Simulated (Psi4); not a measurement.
AlCl, singlet, at a GFN2-xTB geometry (such geometries of metal compounds can be far from the true shape), with bond 1-2 at 1.8 times its length; HF/pcseg-1 (Psi4 1.11).

Input for Psi4:
```
memory 2 GB

molecule {
0 1
Al    0.00000000    0.00000000   -2.78351296
Cl    0.00000000    0.00000000    0.88257728
}

set {
  basis pcseg-1
  stability_analysis check
  scf_type pk
}

energy('scf')
print_variables()
```

What the program printed (banner, timings and long lists left out):

```
   => Loading Basis Set <=

    Name: PCSEG-1
    Role: ORBITAL
    Keyword: BASIS

         ---------------------------------------------------------
                                   SCF
               by Justin Turney, Rob Parrish, Andy Simmonett
                          and Daniel G. A. Smith
                              RHF Reference
         ---------------------------------------------------------

  ==> Geometry <==

    Molecular point group: c2v
    Full point group: C_inf_v

    Geometry (in Angstrom), charge = 0, multiplicity = 1:

       Center              X                  Y                   Z               Mass
    ------------   -----------------  -----------------  -----------------  -----------------
         AL           0.000000000000     0.000000000000    -2.069381113071    26.981538530000
         CL           0.000000000000     0.000000000000     1.596709126929    34.968852682000

  Running in c2v symmetry.

  Rotational constants: A = ************  B =      0.08235  C =      0.08235 [cm^-1]
  Rotational constants: A = ************  B =   2468.91909  C =   2468.91909 [MHz]
  Nuclear repulsion =   31.899968604719895

  Charge       = 0
  Multiplicity = 1
  Electrons    = 30
  Nalpha       = 15
  Nbeta        = 15

  ==> Algorithm <==

  SCF Algorithm Type is PK.
  DIIS enabled.
  MOM disabled.
  Fractional occupation disabled.
  Guess Type is SAD.
  Energy threshold   = 1.00e-06
  Density threshold  = 1.00e-06
  Integral threshold = 1.00e-12

  ==> Primary Basis <==

  Basis Set: PCSEG-1
    Blend: PCSEG-1
    Number of shells: 16
    Number of basis functions: 36
    Number of Cartesian functions: 38
    Spherical Harmonics?: true
    Max angular momentum: 2

  ==> Integral Setup <==

  Using in-core PK algorithm.
   Calculation information:
      Number of atoms:                   2
      Number of AO shells:              16
      Number of primitives:             44
      Number of atomic orbitals:        38
      Number of basis functions:        36

      Integral cutoff                 1.00e-12
      Number of threads:                 1

  Performing in-core PK
  Using 444222 doubles for integral storage.
  We computed 7954 shell quartets total.
  Whereas there are 9316 unique shell quartets.

  ==> DiskJK: Disk-Based J/K Matrices <==

    J tasked:                  Yes
    K tasked:                  Yes
    wK tasked:                  No
    Schwarz Cutoff:          1E-12

  Minimum eigenvalue in the overlap matrix is 9.4140541531E-02.
  Reciprocal condition number of the overlap matrix is 3.9893312447E-02.
    Using symmetric orthogonalization.

  ==> Pre-Iterations <==

  SCF Guess: Superposition of Atomic Densities via on-the-fly atomic UHF (no occupation information).

   -------------------------
    Irrep   Nso     Nmo
   -------------------------
     A1        18      18
     A2         2       2
     B1         8       8
     B2         8       8
   -------------------------
    Total      36      36
   -------------------------

  ==> Iterations <==

                        Total Energy        Delta E     RMS |[F,P]|

   @RHF iter SAD:  -700.47218175581941   -7.00472e+02   0.00000e+00
   @RHF iter   1:  -701.26150606608326   -7.89324e-01   1.23244e-02 ADIIS/DIIS
   @RHF iter   2:  -701.31419661560335   -5.26905e-02   6.40263e-03 ADIIS/DIIS
   @RHF iter   3:  -701.32640167220075   -1.22051e-02   5.99641e-04 ADIIS/DIIS
   @RHF iter   4:  -701.32670382131130   -3.02149e-04   1.22262e-04 ADIIS/DIIS
   @RHF iter   5:  -701.32672356000080   -1.97387e-05   3.55040e-05 DIIS
   @RHF iter   6:  -701.32672642328976   -2.86329e-06   1.15688e-05 DIIS
   @RHF iter   7:  -701.32672670719955   -2.83910e-07   2.10640e-06 DIIS
   @RHF iter   8:  -701.32672671658520   -9.38564e-09   2.75037e-07 DIIS
  Energy and wave function converged.

	Presorting SO-basis two-electron integrals.
	Sorting File: SO Ints (nn|nn) nbuckets = 1
	Constructing frozen core operators
	Starting first half-transformation.
	Sorting half-transformed integrals.
	First half integral transformation complete.
	Starting second half-transformation.
	Two-electron integral transformation complete.
	Starting first half-transformation.
	Sorting half-transformed integrals.
	First half integral transformation complete.
	Starting second half-transformation.
	Two-electron integral transformation complete.
    Lowest singlet (RHF->RHF) stability eigenvalues:
      B1 0.119775        B2 0.119775        A1 0.127739        B2 0.135551
      B1 0.135551        A2 0.135825        A1 0.135825        A2 0.140340
      A1 0.187521        B1 0.313068        B2 0.313068        A1 0.326603
      A1 0.348638        B1 0.350484        B2 0.350484        B1 0.375218
      B2 0.375218        A2 0.384622        A2 0.387189        A2 0.612039

    Lowest triplet (RHF->UHF) stability eigenvalues:
      B1 0.043093        B2 0.043093        A1 0.046261        A1 0.094121
      B1 0.105173        B2 0.105173        A1 0.130609        A1 0.132595
      A2 0.132595        B2 0.134539        B1 0.134539        A2 0.140340
      A1 0.310782        B1 0.341939        B2 0.341939        B2 0.366345
      B1 0.366345        A2 0.381360        A2 0.387189        A2 0.531127

  ==> Post-Iterations <==

    Orbital Energies [Eh]
    ---------------------

    Doubly Occupied:

[...]
    Virtual:

[...]
    Final Occupation by Irrep:
             A1    A2    B1    B2
    DOCC [     9,    0,    3,    3 ]
    NA   [     9,    0,    3,    3 ]
    NB   [     9,    0,    3,    3 ]

  @RHF Final Energy:  -701.32672671658520

   => Energetics <=

    Nuclear Repulsion Energy =             31.8999686047198949
    One-Electron Energy =               -1037.0180352883085106
    Two-Electron Energy =                 303.7913399670033527
    Total Energy =                       -701.3267267165851990

Computation Completed

Properties will be evaluated at   0.000000,   0.000000,   0.000000 [a0]

Properties computed using the SCF density matrix

 Multipole Moments:

 ------------------------------------------------------------------------------------
     Multipole            Electronic (a.u.)      Nuclear  (a.u.)        Total (a.u.)
 ------------------------------------------------------------------------------------

 L = 1.  Multiply by 2.5417464519 to convert [e a0] to [Debye]
 Dipole X            :          0.0000000            0.0000000            0.0000000
 Dipole Y            :          0.0000000            0.0000000            0.0000000
 Dipole Z            :         -5.7545930            0.4575040           -5.2970890
 Magnitude           :                                                    5.2970890

 ------------------------------------------------------------------------------------

  Variable Map:
  ----------------------------------------------------------------------------
[...]
  Array Variable Map:
  ----------------------------------------------------------------------------
[...]
[...]
```
